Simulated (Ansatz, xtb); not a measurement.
Two isomers of GeH6OP+

Structure X: `[OH2+][GeH2][PH2]`, a singlet. Structure Y: `[OH][GeH2][PH3+]`, a singlet. Both are isolated ions in the gas phase, relaxed with r2SCAN-D4/def2-SVP; the shapes shown needn't be the lowest conformers.

X (Å):

```tsv
atom	x (Å)	y (Å)	z (Å)
Ge	-0.1950	-1.6750	0.0677
O	-1.6955	-0.4630	-0.5346
P	0.4435	-2.3738	-2.0144
H	-1.6874	-0.0749	-1.4284
H	-2.1979	0.1166	0.0657
H	-1.0650	-2.5439	0.9687
H	0.6699	-0.6358	0.7767
H	0.2513	-3.7532	-1.7104
H	1.8277	-2.3345	-1.6731
```

Y (Å):

```yaml
atoms:
  - { symbol: Ge, position_ang: [0.1959, -0.5656, -0.5455] }
  - { symbol: O, position_ang: [1.4987, -1.5259, -1.2068] }
  - { symbol: P, position_ang: [-1.4990, -2.2884, -0.2946] }
  - { symbol: H, position_ang: [1.6742, -1.4232, -2.1549] }
  - { symbol: H, position_ang: [-0.4525, 0.4499, -1.4813] }
  - { symbol: H, position_ang: [0.4903, -0.2120, 0.9023] }
  - { symbol: H, position_ang: [-1.9473, -2.8317, -1.5200] }
  - { symbol: H, position_ang: [-2.6860, -1.9379, 0.3905] }
  - { symbol: H, position_ang: [-0.9952, -3.4022, 0.4146] }
```

Energies in hartree; the thermal terms are from r2SCAN-D4/def2-SVP harmonic frequencies (ideal gas, rigid rotor, one conformer each, 1000 K, 1 atm) and include the zero-point energy:

|  | X | Y |
| --- | --- | --- |
| E, CCSD(T)/def2-TZVP | −2494.972107 | −2494.976574 |
| zero-point energy | 0.058399 | 0.056662 |
| H(1000 K) − E | 0.104045 | 0.101763 |
| G(1000 K) − E | −0.088356 | −0.088107 |

Question: Work out ΔE, ΔE₀, ΔH and ΔG for X → Y in kcal/mol (1 Eh = 627.51 kcal/mol) and the equilibrium ratio [Y]/[X].

Answer: 1. ΔE = −2494.976574 − (−2494.972107) = −0.004467 Eh = −2.80 kcal/mol.
2. ΔE₀ = ΔE + ΔZPE = −0.004467 + (−0.001737) Eh = −3.89 kcal/mol.
3. ΔH = ΔE + (−0.002282) Eh = −4.24 kcal/mol.
4. ΔG = ΔE + (+0.000249) Eh = −2.65 kcal/mol, so ΔS = (ΔH − ΔG)/T = −6.6 J/(mol K).
5. kT = 3.1668 mEh, so K = [Y]/[X] = exp(−ΔG/kT) = exp(+1.33) ≈ 3.8.

Structure Y is favoured at this temperature. An error of 1 kcal/mol in ΔG would change K by a factor of 1.7. r2SCAN-D4/def2-SVP found them nearly level. Mirror images and further conformers aren't counted.

As drawn, Y has 1 P–H in place of 1 O–H.

Other levels gave ΔE = −3.0 (GFN2-xTB); −9.2 (HF/STO-3G, GFN2-xTB geometries); −1.3 (r2SCAN-D4/def2-SVP//GFN2-xTB); 0.0 (r2SCAN-D4/def2-SVP); −6.0 (HF/def2-TZVP); −3.5 (MP2/def2-TZVP) kcal/mol. The correlated steps freeze 15 core orbitals; the filled d shell of Ge is correlated, in a basis made for valence electrons. Programs: Ansatz 0.2.0, xtb 6.7.1.
